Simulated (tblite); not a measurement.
Compound: C₄H₅F₂O₂S (doublet state).
SMILES with atom numbers: `[CH2:1]=[C:2]([O:3][C:4]([F:5])[F:6])[S@:7]([CH3:8])=[O:9]` (hydrogens: H10, H11 on C1; H12, H13, H14 on C8)

The geometry is computed with GFN2-xTB (gas phase). This method treats the open shell by occupation alone, without spin polarisation.

Task: What internal coordinates does the optimisation give?

Result: 
| bond | length (Å) |
| --- | --- |
| C1=C2 | 1.318 |
| C2–O3 | 1.363 |
| O3–C4 | 1.345 |
| C4–F5 | 1.352 |
| C4–F6 | 1.335 |
| C2–S7 | 1.855 |
| S7–C8 | 1.849 |
| S7=O9 | 1.455 |
| C1–H10 | 1.075 |
| C1–H11 | 1.076 |
| C8–H12, C8–H13, C8–H14 | 1.084 |

Bonds in one row agree within 0.01 Å and their mean is given. A selection of angles:
| angle | degrees |
| --- | --- |
| C2–C1–H10 | 123.4 |
| C2–C1–H11 | 117.9 |
| H10–C1–H11 | 118.8 |
| C1–C2–O3 | 125.4 |
| C1–C2–S7 | 121.4 |
| O3–C2–S7 | 113.2 |
| C2–O3–C4 | 117.1 |
| O3–C4–F5 | 115.9 |
| O3–C4–F6 | 111.7 |
| F5–C4–F6 | 109.3 |
| C2–S7–C8 | 93.1 |
| C2–S7–O9 | 105.0 |
| C8–S7–O9 | 105.9 |
| S7–C8–H12 | 108.8 |
| S7–C8–H14 | 107.2 |
| H12–C8–H13 | 111.4 |
| H12–C8–H14 | 109.9 |

Dihedral angles: C1–C2–O3–C4 156° (antiperiplanar); C2–O3–C4–F5 -63° (synclinal); C1–C2–S7–C8 103° (anticlinal).

Of the pairs four or more bonds apart, O9···H11 is among the closest relative to their van der Waals radii: 2.46 Å, 90 % of the sum of Bondi's values. C2 (carbon bonded to C, O and S) is planar (angles 125.4°, 121.4° and 113.2°, sum 360.0°, 0.00 Å off the plane of its three neighbours). C4 (carbon bonded to 2 F and O) is pyramidal (angles 115.9°, 111.7° and 109.3°, sum 336.8°, 0.38 Å off the plane of its three neighbours). S7 (sulfur bonded to 2 C and O) is pyramidal (angles 105.9°, 105.0° and 93.1°, sum 303.9°, 0.75 Å off the plane of its three neighbours). C1 (carbon bonded to C and 2 H) is planar (angles 123.4°, 118.8° and 117.9°, sum 360.0°, 0.00 Å off the plane of its three neighbours).

Point group: C1 (no symmetry element, even within 0.4 Å). Its GFN2-xTB frequencies are all real (lowest 26 cm⁻¹). 3 starts were optimised and ended at 0.00, 0.03 and 1.39 kcal/mol (GFN2-xTB); the lowest of these is shown.

One conformer stands for the species.
